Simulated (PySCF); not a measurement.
Cl₂Cu (SMILES [Cl][Cu][Cl]), doublet, geometry from GFN2-xTB (such geometries of metal compounds can be far from the true shape); PySCF with B3LYP/STO-3G.

Input for PySCF:
```python
from pyscf import gto, scf, dft

mol = gto.Mole()
mol.atom = '''
    Cu    0.00000000    0.00000000    0.00000000
    Cl   -0.00000000   -0.00000000   -2.03485924
    Cl    0.00000000    0.00000000    2.03485924
'''
mol.basis = 'sto-3g'
mol.spin = 1
mol.verbose = 4
mol.build()

mf = dft.UKS(mol)
mf.xc = 'b3lyp'
mf.level_shift = 1.0
mf.max_cycle = 100
mf.kernel()
```

It wrote (shortened):

```
PySCF version 2.14.0

[INPUT] verbose = 4
[INPUT] num. atoms = 3
[INPUT] num. electrons = 63
[INPUT] charge = 0
[INPUT] spin (= nelec alpha-beta = 2S) = 1
[INPUT] symmetry False subgroup None
[INPUT] Mole.unit = angstrom
[INPUT] Symbol           X                Y                Z      unit          X                Y                Z       unit  Magmom
[INPUT]  1 Cu     0.000000000000   0.000000000000   0.000000000000 AA    0.000000000000   0.000000000000   0.000000000000 Bohr   0.0
[INPUT]  2 Cl     0.000000000000   0.000000000000  -2.034859240000 AA    0.000000000000   0.000000000000  -3.845326665641 Bohr   0.0
[INPUT]  3 Cl     0.000000000000   0.000000000000   2.034859240000 AA    0.000000000000   0.000000000000   3.845326665641 Bohr   0.0

nuclear repulsion = 293.993228222047
number of shells = 18
number of NR pGTOs = 108
number of NR cGTOs = 36
basis = sto-3g
ecp = {}

******** <class 'pyscf.dft.uks.UKS'> ********
method = UKS
initial guess = minao
damping factor = 0
level_shift factor = 1.0
DIIS = <class 'pyscf.scf.diis.CDIIS'>
diis_start_cycle = 1
diis_space = 8
diis_damp = 0
SCF conv_tol = 1e-09
SCF conv_tol_grad = None
SCF max_cycles = 100
direct_scf = True
direct_scf_tol = 1e-13
number electrons alpha = 32  beta = 31
XC library pyscf.dft.libxc version 7.1.2
    S. Lehtola, C. Steigemann, M. J. T. Oliveira, and M. A. L. Marques,  SoftwareX 7, 1–5 (2018)
XC functionals = b3lyp
    P. J. Stephens, F. J. Devlin, C. F. Chabalowski, and M. J. Frisch,  J. Phys. Chem. 98, 11623 (1994)
radial grids:
    Treutler-Ahlrichs [JCP 102, 346 (1995); DOI:10.1063/1.469408] (M4) radial grids

becke partition: Becke, JCP 88, 2547 (1988); DOI:10.1063/1.454033
pruning grids: <function nwchem_prune>
grids dens level: 3
symmetrized grids: False
atomic radii adjust function: <function treutler_atomic_radii_adjust>
small_rho_cutoff = 0
Set gradient conv threshold to 3.16228e-05
tot grids = 58400
init E= -2529.28300275093

cycle= 1 E= -2531.92452203809  delta_E= -2.64  |g|= 0.319  |ddm|= 1.84
cycle= 2 E= -2532.01510744951  delta_E= -0.0906  |g|= 0.17  |ddm|= 0.475
cycle= 3 E= -2532.04675495563  delta_E= -0.0316  |g|= 0.115  |ddm|= 0.261
cycle= 4 E= -2532.06020107511  delta_E= -0.0134  |g|= 0.0813  |ddm|= 0.143
cycle= 5 E= -2532.06728173191  delta_E= -0.00708  |g|= 0.0616  |ddm|=  0.1
cycle= 6 E= -2532.0715241379  delta_E= -0.00424  |g|= 0.0482  |ddm|= 0.0821
cycle= 7 E= -2532.07438854118  delta_E= -0.00286  |g|= 0.0391  |ddm|= 0.0715
cycle= 8 E= -2532.07646656733  delta_E= -0.00208  |g|= 0.0323  |ddm|= 0.0657
cycle= 9 E= -2532.07815420913  delta_E= -0.00169  |g|= 0.0276  |ddm|= 0.0667
cycle= 10 E= -2532.07921615482  delta_E= -0.00106  |g|= 0.0238  |ddm|= 0.0454
cycle= 11 E= -2532.08000940218  delta_E= -0.000793  |g|= 0.0211  |ddm|= 0.0381
cycle= 12 E= -2532.08039624847  delta_E= -0.000387  |g|= 0.0192  |ddm|= 0.0251
cycle= 13 E= -2532.08048733152  delta_E= -9.11e-05  |g|= 0.0175  |ddm|= 0.0275
cycle= 14 E= -2532.08043475266  delta_E= 5.26e-05  |g|= 0.0161  |ddm|= 0.0285
cycle= 15 E= -2532.08031304884  delta_E= 0.000122  |g|= 0.0149  |ddm|= 0.0305
cycle= 16 E= -2532.08028723216  delta_E= 2.58e-05  |g|= 0.0143  |ddm|= 0.0219
cycle= 17 E= -2532.08024445425  delta_E= 4.28e-05  |g|= 0.0135  |ddm|= 0.0189
cycle= 18 E= -2532.08019096107  delta_E= 5.35e-05  |g|= 0.0129  |ddm|= 0.0166
cycle= 19 E= -2532.08012728615  delta_E= 6.37e-05  |g|= 0.0124  |ddm|= 0.0136
cycle= 20 E= -2532.08008737867  delta_E= 3.99e-05  |g|= 0.0122  |ddm|= 0.0114
cycle= 21 E= -2532.08008878067  delta_E= -1.4e-06  |g|= 0.0121  |ddm|= 0.00855
cycle= 22 E= -2532.08011744056  delta_E= -2.87e-05  |g|= 0.0119  |ddm|= 0.0186
cycle= 23 E= -2532.08023589293  delta_E= -0.000118  |g|= 0.0118  |ddm|= 0.013
cycle= 24 E= -2532.08032064648  delta_E= -8.48e-05  |g|= 0.0119  |ddm|= 0.00874
cycle= 25 E= -2532.08023475516  delta_E= 8.59e-05  |g|= 0.0113  |ddm|= 0.00965
cycle= 26 E= -2532.08019491363  delta_E= 3.98e-05  |g|= 0.011  |ddm|= 0.0111
cycle= 27 E= -2532.0800172792  delta_E= 0.000178  |g|= 0.0105  |ddm|= 0.0176
cycle= 28 E= -2532.07982102823  delta_E= 0.000196  |g|= 0.0103  |ddm|= 0.0207
cycle= 29 E= -2532.07954309631  delta_E= 0.000278  |g|= 0.00982  |ddm|= 0.0337
cycle= 30 E= -2532.07945738157  delta_E= 8.57e-05  |g|= 0.00899  |ddm|= 0.0193
cycle= 31 E= -2532.07932207313  delta_E= 0.000135  |g|= 0.0085  |ddm|= 0.021
cycle= 32 E= -2532.079229491  delta_E= 9.26e-05  |g|= 0.00812  |ddm|= 0.0179
cycle= 33 E= -2532.07912767176  delta_E= 0.000102  |g|= 0.00762  |ddm|= 0.0146
cycle= 34 E= -2532.07896896311  delta_E= 0.000159  |g|= 0.00721  |ddm|= 0.0223
cycle= 35 E= -2532.07881229662  delta_E= 0.000157  |g|= 0.00662  |ddm|= 0.0248
cycle= 36 E= -2532.07868644824  delta_E= 0.000126  |g|= 0.00606  |ddm|= 0.0227
cycle= 37 E= -2532.07858508214  delta_E= 0.000101  |g|= 0.0055  |ddm|= 0.0202
cycle= 38 E= -2532.07847667234  delta_E= 0.000108  |g|= 0.00502  |ddm|= 0.0256
cycle= 39 E= -2532.07839572534  delta_E= 8.09e-05  |g|= 0.00442  |ddm|= 0.0223
cycle= 40 E= -2532.07833430136  delta_E= 6.14e-05  |g|= 0.00391  |ddm|= 0.0203
cycle= 41 E= -2532.07828834779  delta_E= 4.6e-05  |g|= 0.00346  |ddm|= 0.0172
cycle= 42 E= -2532.07824882756  delta_E= 3.95e-05  |g|= 0.00314  |ddm|= 0.0171
cycle= 43 E= -2532.07822138766  delta_E= 2.74e-05  |g|= 0.00273  |ddm|= 0.0136
cycle= 44 E= -2532.07820004228  delta_E= 2.13e-05  |g|= 0.00239  |ddm|= 0.0117
cycle= 45 E= -2532.07818034395  delta_E= 1.97e-05  |g|= 0.00225  |ddm|= 0.0113
cycle= 46 E= -2532.07816493101  delta_E= 1.54e-05  |g|= 0.00203  |ddm|= 0.0102
cycle= 47 E= -2532.07815064264  delta_E= 1.43e-05  |g|= 0.00202  |ddm|= 0.0104
cycle= 48 E= -2532.07813988563  delta_E= 1.08e-05  |g|= 0.00194  |ddm|= 0.00908
cycle= 49 E= -2532.07813185971  delta_E= 8.03e-06  |g|= 0.00182  |ddm|= 0.00805
cycle= 50 E= -2532.07812585693  delta_E= 6e-06  |g|= 0.0017  |ddm|= 0.00706
cycle= 51 E= -2532.07812193331  delta_E= 3.92e-06  |g|= 0.00148  |ddm|= 0.00588
cycle= 52 E= -2532.07811873806  delta_E= 3.2e-06  |g|= 0.00137  |ddm|= 0.00549
cycle= 53 E= -2532.07811635002  delta_E= 2.39e-06  |g|= 0.00126  |ddm|= 0.00503
cycle= 54 E= -2532.07811477936  delta_E= 1.57e-06  |g|= 0.00111  |ddm|= 0.00431
cycle= 55 E= -2532.07811382581  delta_E= 9.54e-07  |g|= 0.000967  |ddm|= 0.00367
cycle= 56 E= -2532.07811335308  delta_E= 4.73e-07  |g|= 0.000812  |ddm|= 0.00261
cycle= 57 E= -2532.07811318671  delta_E= 1.66e-07  |g|= 0.000658  |ddm|= 0.00171
cycle= 58 E= -2532.07811269832  delta_E= 4.88e-07  |g|= 0.000609  |ddm|= 0.00189
cycle= 59 E= -2532.07811223141  delta_E= 4.67e-07  |g|= 0.000557  |ddm|= 0.00186
cycle= 60 E= -2532.07811183317  delta_E= 3.98e-07  |g|= 0.000532  |ddm|= 0.00183
cycle= 61 E= -2532.07811150738  delta_E= 3.26e-07  |g|= 0.000489  |ddm|= 0.00145
cycle= 62 E= -2532.07811127325  delta_E= 2.34e-07  |g|= 0.000459  |ddm|= 0.00126
cycle= 63 E= -2532.07811096496  delta_E= 3.08e-07  |g|= 0.000432  |ddm|= 0.00137
cycle= 64 E= -2532.0781107489  delta_E= 2.16e-07  |g|= 0.000397  |ddm|= 0.00124
cycle= 65 E= -2532.07811053946  delta_E= 2.09e-07  |g|= 0.000365  |ddm|= 0.00115
cycle= 66 E= -2532.07811028403  delta_E= 2.55e-07  |g|= 0.000344  |ddm|= 0.00135
cycle= 67 E= -2532.07811006552  delta_E= 2.19e-07  |g|= 0.000314  |ddm|= 0.00132
cycle= 68 E= -2532.07810988358  delta_E= 1.82e-07  |g|= 0.00028  |ddm|= 0.00131
cycle= 69 E= -2532.07810976336  delta_E= 1.2e-07  |g|= 0.000243  |ddm|= 0.00102
cycle= 70 E= -2532.07810967987  delta_E= 8.35e-08  |g|= 0.000202  |ddm|= 0.000853
cycle= 71 E= -2532.07810961889  delta_E= 6.1e-08  |g|= 0.000173  |ddm|= 0.000705
cycle= 72 E= -2532.07810956287  delta_E= 5.6e-08  |g|= 0.000165  |ddm|= 0.000695
cycle= 73 E= -2532.07810951265  delta_E= 5.02e-08  |g|= 0.000152  |ddm|= 0.000738
cycle= 74 E= -2532.0781094763  delta_E= 3.63e-08  |g|= 0.00014  |ddm|= 0.00064
cycle= 75 E= -2532.07810944417  delta_E= 3.21e-08  |g|= 0.000132  |ddm|= 0.000645
cycle= 76 E= -2532.07810942237  delta_E= 2.18e-08  |g|= 0.000121  |ddm|= 0.000536
cycle= 77 E= -2532.07810940318  delta_E= 1.92e-08  |g|= 0.000112  |ddm|= 0.000576
cycle= 78 E= -2532.07810939019  delta_E= 1.3e-08  |g|= 0.000105  |ddm|= 0.000509
cycle= 79 E= -2532.07810938019  delta_E= 1e-08  |g|= 9.52e-05  |ddm|= 0.000509
cycle= 80 E= -2532.07810937403  delta_E= 6.16e-09  |g|= 8.67e-05  |ddm|= 0.000456
cycle= 81 E= -2532.07810936973  delta_E= 4.3e-09  |g|= 8.07e-05  |ddm|= 0.000451
cycle= 82 E= -2532.07810936851  delta_E= 1.22e-09  |g|= 7.13e-05  |ddm|= 0.000341
cycle= 83 E= -2532.07810936954  delta_E= -1.03e-09  |g|= 6.33e-05  |ddm|= 0.000256
cycle= 84 E= -2532.07810937106  delta_E= -1.52e-09  |g|= 5.35e-05  |ddm|= 0.000219
cycle= 85 E= -2532.07810937488  delta_E= -3.83e-09  |g|= 4.43e-05  |ddm|= 0.000105
cycle= 86 E= -2532.07810937724  delta_E= -2.35e-09  |g|= 3.89e-05  |ddm|= 7.65e-05
cycle= 87 E= -2532.07810937878  delta_E= -1.54e-09  |g|= 3.33e-05  |ddm|= 7.26e-05
cycle= 88 E= -2532.0781093795  delta_E= -7.19e-10  |g|= 2.97e-05  |ddm|= 4.7e-05
Extra cycle  E= -2532.07810938512  delta_E= -5.62e-09  |g|= 4.2e-05  |ddm|= 0.000267
converged SCF energy = -2532.07810938512  <S^2> = 0.83518078  2S+1 = 2.0834402
```
